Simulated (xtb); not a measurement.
CH2NO, charge +1, singlet, from a rough starting geometry; xtb 6.7.1 with GFN2-xTB.

xtb was given this input:
```
$ xtb mol.xyz --gfn 2 --chrg 1 --opt vtight --json

# file mol.xyz
5

N     -0.48894125     0.01148584     0.03086066
C      0.76560311    -0.02405333     0.03404942
O      1.84511518    -0.00838552     0.06171696
H     -1.01915287     0.91186663    -0.03642401
H     -1.03560851    -0.82439453    -0.13228084
```

Write the output that xtb gives for this input, abridged.


```
   ID    Z sym.   atoms
    1    7 N      1
    2    6 C      2
    3    8 O      3
    4    1 H      4, 5

           -------------------------------------------------
          |                Calculation Setup                |
           -------------------------------------------------

           -------------------------------------------------
          |                 G F N 2 - x T B                 |
           -------------------------------------------------

          ...................................................
          :                      SETUP                      :
          :.................................................:
          :  # basis functions                  14          :
          :  # atomic orbitals                  14          :
          :  # shells                            8          :
          :  # electrons                        16          :
          :  max. iterations                   250          :
          :  Hamiltonian                  GFN2-xTB          :
          :  restarted?                      false          :
          :  GBSA solvation                  false          :
          :  PC potential                    false          :
          :  electronic temp.          300.0000000     K    :
          :  accuracy                    1.0000000          :
          :  -> integral cutoff          0.2500000E+02      :
          :  -> integral neglect         0.1000000E-07      :
          :  -> SCF convergence          0.1000000E-05 Eh   :
          :  -> wf. convergence          0.1000000E-03 e    :
          :  Broyden damping             0.4000000          :
          :  net charge                          1          :
          :  unpaired electrons                  0          :
          ...................................................

 iter      E             dE          RMSdq      gap      omega  full diag
   1     -9.8089777 -0.980898E+01  0.683E+00    5.29       0.0  T
   2     -9.8242162 -0.152386E-01  0.402E+00    6.36       1.0  T
   3     -9.8241931  0.231400E-04  0.133E+00    5.87       1.0  T
   4     -9.8255700 -0.137689E-02  0.100E-01    6.13       1.0  T
   5     -9.8255788 -0.876278E-05  0.482E-02    6.13       1.0  T
   6     -9.8255800 -0.120662E-05  0.192E-02    6.13       2.3  T
   7     -9.8255802 -0.233519E-06  0.575E-03    6.13       7.8  T
   8     -9.8255803 -0.647642E-07  0.146E-03    6.13      30.6  T
   9     -9.8255803 -0.898730E-09  0.122E-04    6.13     368.0  T
  10     -9.8255803 -0.249063E-10  0.509E-05    6.13     879.3  T

   *** convergence criteria satisfied after 10 iterations ***

         :::::::::::::::::::::::::::::::::::::::::::::::::::::
         ::                     SUMMARY                     ::
         :::::::::::::::::::::::::::::::::::::::::::::::::::::
         :: total energy              -9.646832445384 Eh    ::
         :: gradient norm              0.161561132059 Eh/a0 ::
         :: HOMO-LUMO gap              6.127852889176 eV    ::
         ::.................................................::
         :: SCC energy                -9.825580251048 Eh    ::
         :: -> isotropic ES            0.153630410137 Eh    ::
         :: -> anisotropic ES         -0.013751993049 Eh    ::
         :: -> anisotropic XC          0.006367612356 Eh    ::
         :: -> dispersion             -0.000979985307 Eh    ::
         :: repulsion energy           0.178747805664 Eh    ::
         :: add. restraining           0.000000000000 Eh    ::
         :: total charge               1.000000000000 e     ::
         :::::::::::::::::::::::::::::::::::::::::::::::::::::

      -----------------------------------------------------------
     |                   =====================                   |
     |                        A N C O P T                        |
     |                   =====================                   |
     |               Approximate Normal Coordinate               |
     |                Rational Function Optimizer                |
      -----------------------------------------------------------
      -----------------------------------------------------------
     |                   =====================                   |
     |                        A N C O P T                        |
     |                   =====================                   |
     |               Approximate Normal Coordinate               |
     |                Rational Function Optimizer                |
      -----------------------------------------------------------

          ...................................................
          :                      SETUP                      :
          :.................................................:
          :   optimization level         verytight          :
          :   max. optcycles                   200          :
          :   ANC micro-cycles                  20          :
          :   degrees of freedom                 9          :
          :.................................................:
          :   RF solver                   davidson          :
          :   write xtbopt.log                true          :
          :   linear?                        false          :
          :   energy convergence         0.1000000E-06 Eh   :
          :   grad. convergence          0.2000000E-03 Eh/α :
          :   maxmium RF displ.          1.0000000          :
          :   Hlow (freq-cutoff)         0.1000000E-01      :
          :   Hmax (freq-cutoff)         5.0000000          :
          :   S6 in model hess.         20.0000000          :
          ...................................................

generating ANC from exact Hessian ...
Using Lindh-Hessian (1995)
 Shifting diagonal of input Hessian by    6.6709523866272701E-003
 Lowest  eigenvalues of input Hessian
    0.000000    0.000000    0.000000    0.000000    0.000000    0.000000
[...]
 * total energy  :    -9.6468324 Eh     change       -0.4153122E-11 Eh
 * total energy  :    -9.6507138 Eh     change       -0.3881370E-02 Eh
 * total energy  :    -9.6350011 Eh     change        0.1571267E-01 Eh
 * total energy  :    -9.6514262 Eh     change       -0.1642507E-01 Eh
 * total energy  :    -9.6517521 Eh     change       -0.3258586E-03 Eh
 * total energy  :    -9.6517766 Eh     change       -0.2455431E-04 Eh
 * total energy  :    -9.6518118 Eh     change       -0.3521327E-04 Eh
 * total energy  :    -9.6518261 Eh     change       -0.1426980E-04 Eh
 * total energy  :    -9.6518407 Eh     change       -0.1463194E-04 Eh
 * total energy  :    -9.6518455 Eh     change       -0.4714153E-05 Eh
 * total energy  :    -9.6518460 Eh     change       -0.5068836E-06 Eh
 * total energy  :    -9.6518460 Eh     change       -0.7157579E-07 Eh
   *** GEOMETRY OPTIMIZATION CONVERGED AFTER 12 ITERATIONS ***
[...]
          :  max. iterations                   250          :
          :  Hamiltonian                  GFN2-xTB          :
          :  restarted?                      false          :
          :  GBSA solvation                  false          :
          :  PC potential                    false          :
          :  electronic temp.          300.0000000     K    :
          :  accuracy                    1.0000000          :
          :  -> integral cutoff          0.2500000E+02      :
          :  -> integral neglect         0.1000000E-07      :
          :  -> SCF convergence          0.1000000E-05 Eh   :
          :  -> wf. convergence          0.1000000E-03 e    :
          :  Broyden damping             0.4000000          :
          :  net charge                          1          :
          :  unpaired electrons                  0          :
          ...................................................

 iter      E             dE          RMSdq      gap      omega  full diag
   1     -9.8078911 -0.980789E+01  0.370E-05    5.84       0.0  T
   2     -9.8078911 -0.563105E-12  0.222E-05    5.84    2016.7  T
   3     -9.8078911 -0.373035E-13  0.985E-06    5.84    4540.1  T

   *** convergence criteria satisfied after 3 iterations ***

         :::::::::::::::::::::::::::::::::::::::::::::::::::::
         ::                     SUMMARY                     ::
         :::::::::::::::::::::::::::::::::::::::::::::::::::::
         :: total energy              -9.651846034568 Eh    ::
         :: gradient norm              0.000082628430 Eh/a0 ::
         :: HOMO-LUMO gap              5.835513753503 eV    ::
         ::.................................................::
         :: SCC energy                -9.807891100279 Eh    ::
         :: -> isotropic ES            0.154132671504 Eh    ::
         :: -> anisotropic ES         -0.014766455892 Eh    ::
         :: -> anisotropic XC          0.006726063743 Eh    ::
         :: -> dispersion             -0.000976954438 Eh    ::
         :: repulsion energy           0.156045065711 Eh    ::
         :: add. restraining           0.000000000000 Eh    ::
         :: total charge               1.000000000000 e     ::
         :::::::::::::::::::::::::::::::::::::::::::::::::::::

           -------------------------------------------------
          |                Property Printout                |
           -------------------------------------------------

    * Orbital Energies and Occupations

         #    Occupation            Energy/Eh            Energy/eV
      -------------------------------------------------------------
         1        2.0000           -1.0604091             -28.8552
         2        2.0000           -0.9912944             -26.9745
         3        2.0000           -0.9061542             -24.6577
         4        2.0000           -0.8984875             -24.4491
         5        2.0000           -0.8892424             -24.1975
         6        2.0000           -0.8444431             -22.9785
         7        2.0000           -0.8193882             -22.2967
         8        2.0000           -0.7520892             -20.4654 (HOMO)
         9                         -0.5376380             -14.6299 (LUMO)
        10                         -0.4825172             -13.1300
        11                         -0.2750498              -7.4845
        12                         -0.0447093              -1.2166
        13                          0.0364090               0.9907
        14                          1.0103609              27.4933
      -------------------------------------------------------------
                  HL-Gap            0.2144512 Eh            5.8355 eV
             Fermi-level           -0.6448636 Eh          -17.5476 eV

     #   Z          covCN         q      C6AA      α(0)
     1   7 N        2.629    -0.113    23.475     7.196
     2   6 C        1.766     0.393    22.722     7.707
     3   8 O        0.856     0.053    14.417     5.091
     4   1 H        0.859     0.333     0.623     1.236
     5   1 H        0.859     0.333     0.623     1.236

 Mol. C6AA /au·bohr⁶  :        223.277032
 Mol. C8AA /au·bohr⁸  :       5002.651572
 Mol. α(0) /au        :         22.465804

Wiberg/Mayer (AO) data.
largest (>0.10) Wiberg bond orders for each atom

 ---------------------------------------------------------------------------
     #   Z sym  total        # sym  WBO       # sym  WBO       # sym  WBO
 ---------------------------------------------------------------------------
     1   7 N    3.518 --     2 C    1.588     5 H    0.832     4 H    0.832
                             3 O    0.265
     2   6 C    3.933 --     3 O    2.311     1 N    1.588
     3   8 O    2.651 --     2 C    2.311     1 N    0.265
     4   1 H    0.889 --     1 N    0.832
     5   1 H    0.889 --     1 N    0.832
 ---------------------------------------------------------------------------

Topologies differ in total number of bonds
Writing topology from bond orders to xtbtopo.mol

molecular dipole:
                 x           y           z       tot (Debye)
 q only:       -0.447       0.034      -0.038
   full:       -0.617       0.037      -0.046       1.575
molecular quadrupole (traceless):
                xx          xy          yy          xz          yz          zz
 q only:        3.024      -0.081      -0.182       0.286       0.143      -2.842
  q+dip:        2.826      -0.073       0.596       0.309       0.218      -3.422
   full:        1.369      -0.034       1.321       0.208       0.219      -2.691

optimized geometry written to: xtbopt.xyz

           -------------------------------------------------
          | TOTAL ENERGY               -9.651846034568 Eh   |
          | GRADIENT NORM               0.000082628430 Eh/α |
          | HOMO-LUMO GAP               5.835513753503 eV   |
           -------------------------------------------------

normal termination of xtb
```
